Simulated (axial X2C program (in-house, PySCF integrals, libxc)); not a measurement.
**MnH: computed against measured constants**

Calculated with an axial X2C code built on PySCF integrals. Spin-free means the one-electron spin-free X2C Hamiltonian; two-component (2c) means X2C with spin–orbit coupling and atomic mean-field two-electron Coulomb and Gaunt terms, so the difference of the two also holds small scalar two-electron terms. Basis: Mn dyall-cv3z [9s10p6d3f2g], H dyall-v3z [6s2p1d] (cores contracted in-house); Gaussian nuclei, density fitting, unrestricted open shells. Masses: Mn 54.938 u, H 1.008 u.

```json
{"Hamiltonian": "spin-free", "level": "PBE0", "Re (Å)": "1.721", "ωe (cm⁻¹)": "1555.7", "ωexe (cm⁻¹)": "25.8", "De (eV)": "1.84"}
{"Hamiltonian": "spin-free", "level": "HF", "Re (Å)": "1.778", "ωe (cm⁻¹)": "1550.6", "ωexe (cm⁻¹)": "21.9", "De (eV)": "1.49"}
{"Hamiltonian": "spin-free", "level": "MP2", "Re (Å)": "1.730", "ωe (cm⁻¹)": "1606.0", "ωexe (cm⁻¹)": "24.2", "De (eV)": "1.66"}
{"Hamiltonian": "spin-free", "level": "CCSD", "Re (Å)": "1.740", "ωe (cm⁻¹)": "1561.0", "ωexe (cm⁻¹)": "26.7", "De (eV)": "1.68"}
{"Hamiltonian": "spin-free", "level": "CCSD(T)", "Re (Å)": "1.738", "ωe (cm⁻¹)": "1558.7", "ωexe (cm⁻¹)": "27.3", "De (eV)": "1.66"}
{"Hamiltonian": "spin-free", "level": "r2SCAN", "Re (Å)": "1.709", "ωe (cm⁻¹)": "1570.0", "ωexe (cm⁻¹)": "26.2", "De (eV)": "2.12"}
{"Hamiltonian": "spin-free", "level": "PBE", "Re (Å)": "1.710", "ωe (cm⁻¹)": "1534.3", "ωexe (cm⁻¹)": "27.9", "De (eV)": "1.90"}
{"Hamiltonian": "spin-free", "level": "B97-3", "Re (Å)": "1.755", "ωe (cm⁻¹)": "1468.6", "ωexe (cm⁻¹)": "28.5", "De (eV)": "1.52"}
{"Hamiltonian": "2c", "level": "PBE0", "Re (Å)": "1.722", "ωe (cm⁻¹)": "1555.0", "ωexe (cm⁻¹)": "25.8", "De (eV)": "1.84"}
{"Hamiltonian": "2c", "level": "HF", "Re (Å)": "1.778", "ωe (cm⁻¹)": "1550.0", "ωexe (cm⁻¹)": "21.9", "De (eV)": "1.49"}
{"Hamiltonian": "2c", "level": "MP2", "Re (Å)": "1.730", "ωe (cm⁻¹)": "1605.2", "ωexe (cm⁻¹)": "24.3", "De (eV)": "1.66"}
{"Hamiltonian": "2c", "level": "CCSD", "Re (Å)": "1.740", "ωe (cm⁻¹)": "1560.2", "ωexe (cm⁻¹)": "26.7", "De (eV)": "1.68"}
{"Hamiltonian": "2c", "level": "CCSD(T)", "Re (Å)": "1.739", "ωe (cm⁻¹)": "1557.9", "ωexe (cm⁻¹)": "27.3", "De (eV)": "1.66"}
{"Hamiltonian": "2c", "level": "r2SCAN", "Re (Å)": "1.709", "ωe (cm⁻¹)": "1569.3", "ωexe (cm⁻¹)": "26.2", "De (eV)": "2.12"}
{"Hamiltonian": "2c", "level": "PBE", "Re (Å)": "1.710", "ωe (cm⁻¹)": "1533.2", "ωexe (cm⁻¹)": "28", "De (eV)": "1.90"}
{"Hamiltonian": "2c", "level": "B97-3", "Re (Å)": "1.755", "ωe (cm⁻¹)": "1467.8", "ωexe (cm⁻¹)": "28.5", "De (eV)": "1.52"}
```

De refers to Mn + H.

Correlated methods: 8 electrons correlated (number of frozen shells: Mn 3 s, 2 p; H none), 194 virtual spin orbitals or spinors in MP2, 82 natural virtuals in coupled cluster.

Measured (Huber and Herzberg, Constants of Diatomic Molecules, 1979; state 7Σ): Re (Å) 1.7311, ωe (cm⁻¹) 1548, ωexe (cm⁻¹) 28.8.

**Question.** Work out the error of each level, computed minus measured.

**Answer.** 

```tsv
Hamiltonian	level	Re (Å)	ωe (cm⁻¹)	ωexe (cm⁻¹)
spin-free	PBE0	-0.010	7.7	-3.00
spin-free	HF	0.047	2.6	-6.90
spin-free	MP2	-0.001	58.0	-4.60
spin-free	CCSD	0.009	13.0	-2.10
spin-free	CCSD(T)	0.007	10.7	-1.50
spin-free	r2SCAN	-0.022	22.0	-2.60
spin-free	PBE	-0.021	-13.7	-0.90
spin-free	B97-3	0.024	-79.4	-0.30
2c	PBE0	-0.009	7.0	-3.00
2c	HF	0.047	2.0	-6.90
2c	MP2	-0.001	57.2	-4.50
2c	CCSD	0.009	12.2	-2.10
2c	CCSD(T)	0.008	9.9	-1.50
2c	r2SCAN	-0.022	21.3	-2.60
2c	PBE	-0.021	-14.8	-0.80
2c	B97-3	0.024	-80.2	-0.30
```

Occupations by symmetry block were frozen at the best pattern of an incomplete PBE0 search. De is counted from the lowest determinant-based energies of the atoms at the same level, without counterpoise correction. Density functionals use the spin component along the axis (collinear). Coupled cluster ran in a truncated set of natural virtual spinors; the MP2 energy of the rest was added. (T) has no such correction and the atoms are truncated less, which lowers De at CCSD(T) by a hundredth of an eV or more. Other states lie close and PBE0, whose exact exchange favours high spin, may order them wrongly; the determinant shown need not be the ground state. The nearest other spin-free determinant of the search, M_S = 2, Λ = 0, lies 0.29 eV up at the distance of the search. With several unpaired electrons one determinant need not be a pure state. Open-shell Ω = 0 determinants with evenly filled partner blocks cannot be reached by this program, so the Ω shown need not be the lowest component. At some level and bond length an empty orbital lies below a filled one. Some points did not converge and are left out. The stretched end of a curve changes character and is left out.
